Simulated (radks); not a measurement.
Results of a calculation; reference values are marked as such.
Dispersion coefficients C6 (hartree bohr^6) between ground-configuration atoms and ions, from the Casimir-Polder integral (3/pi) of alpha_A(iw) alpha_B(iw). Code: a radial shooting solver on a logarithmic mesh with Libxc functionals. Model: non-relativistic Kohn-Sham, LB94 model potential, spin-polarised, spherical densities, point nucleus. Response by self-consistent Sternheimer equations with the Hartree and adiabatic LDA kernel.

C6,Be,B+,C2+,N3+,O4+,F5+,Ne6+,Mg8+
Be,250.3,,,,,,,
B+,81.65,28.86,,,,,,
C2+,36.45,13.50,6.499,,,,,
N3+,19.39,7.401,3.637,2.064,,,,
O4+,11.54,4.503,2.246,1.289,0.8109,,,
F5+,7.428,2.947,1.488,0.8607,0.5452,0.3684,,
Ne6+,5.064,2.037,1.038,0.6048,0.3851,0.2613,0.1860,
Mg8+,2.663,1.093,0.5657,0.3333,0.2140,0.1462,0.1047,0.05944

Static polarisabilities (bohr^3): Be ([He] 2s2) 42.88, B+ ([He] 2s2) 10.93, C2+ ([He] 2s2) 4.357, N3+ ([He] 2s2) 2.168, O4+ ([He] 2s2) 1.234, F5+ ([He] 2s2) 0.7683, Ne6+ ([He] 2s2) 0.5108, Mg8+ ([He] 2s2) 0.2589. The combination rule 2 Ca Cb / ((alpha_b/alpha_a) Ca + (alpha_a/alpha_b) Cb) gives 0.3298 for Mg8+-N3+, against 0.3333 from the integral.
